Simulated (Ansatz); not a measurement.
Au2H8S2Si4, SMILES [Au][S][SiH2][SiH2][SiH2][SiH2][S][Au], multiplicity 1. Atoms are numbered in the order given.

```xyz
16

Au    -4.1410     1.9013     4.3932
S     -3.3226     2.1419     2.2885
Si    -1.7646     0.6620     2.2846
Si    -0.8215     0.8003     0.1402
Si     0.9145    -0.7676    -0.0630
Si     1.8532    -0.6325    -2.2095
S      3.4009    -2.1234    -2.2199
Au     4.2137    -1.8861    -4.3272
H     -0.7046     0.9284     3.3056
H     -2.2776    -0.7253     2.5064
H     -0.2805     2.1770    -0.0887
H     -1.8684     0.5208    -0.8924
H      1.9629    -0.4884     0.9681
H      0.3724    -2.1436     0.1674
H      0.7885    -0.8902    -3.2278
H      2.3752     0.7515    -2.4309
```

Geometry: PBE0-D3(BJ)/def2-SVP. The spin state was assumed, not searched. The def2 effective core potentials stand for the cores of Au; spin–orbit coupling is left out. One conformer was computed; it need not be the lowest.

Two levels are set side by side: PBE-D3(BJ)/def2-SVP (Ansatz, a quantum-chemistry and plane-wave program) and PBE0-D3(BJ)/def2-SVP (Ansatz). Each level has its own optimised geometry; the coordinates shown are those of the second. Differences are taken from unrounded values.

| quantity | PBE0-D3(BJ) |
|---|---|
| mean bond length (Å) | 1.857 |
| bond Au1–S2 (Å) | 2.271 |
| bond S2–Si3 (Å) | 2.149 |
| bond Si3–Si4 (Å) | 2.347 |
| bond Si4–Si5 (Å) | 2.348 |
| bond Si5–Si6 (Å) | 2.347 |
| bond Si6–S7 (Å) | 2.149 |
| bond S7–Au8 (Å) | 2.271 |
| bond Si3–H9 (Å) | 1.496 |
| bond Si3–H10 (Å) | 1.496 |
| bond Si4–H11 (Å) | 1.497 |
| bond Si4–H12 (Å) | 1.497 |
| bond Si5–H13 (Å) | 1.497 |
| bond Si5–H14 (Å) | 1.497 |
| bond Si6–H15 (Å) | 1.496 |
| bond Si6–H16 (Å) | 1.496 |

What does PBE-D3(BJ) give, and how far is it from PBE0-D3(BJ)? (An estimate is asked for; the answer gives what the named calculation found.)


| quantity | PBE-D3(BJ) | PBE-D3(BJ) minus PBE0-D3(BJ) |
|---|---|---|
| mean bond length (Å) | 1.867 | 0.010 |
| bond Au1–S2 (Å) | 2.277 | 0.006 |
| bond S2–Si3 (Å) | 2.162 | 0.013 |
| bond Si3–Si4 (Å) | 2.359 | 0.012 |
| bond Si4–Si5 (Å) | 2.357 | 0.009 |
| bond Si5–Si6 (Å) | 2.359 | 0.012 |
| bond Si6–S7 (Å) | 2.162 | 0.013 |
| bond S7–Au8 (Å) | 2.277 | 0.006 |
| bond Si3–H9 (Å) | 1.506 | 0.010 |
| bond Si3–H10 (Å) | 1.506 | 0.010 |
| bond Si4–H11 (Å) | 1.507 | 0.010 |
| bond Si4–H12 (Å) | 1.507 | 0.010 |
| bond Si5–H13 (Å) | 1.507 | 0.010 |
| bond Si5–H14 (Å) | 1.507 | 0.010 |
| bond Si6–H15 (Å) | 1.506 | 0.010 |
| bond Si6–H16 (Å) | 1.506 | 0.010 |

Exact exchange shortens and stiffens bonds; PBE has none. Differences between two approximate levels are no errors against the true value.
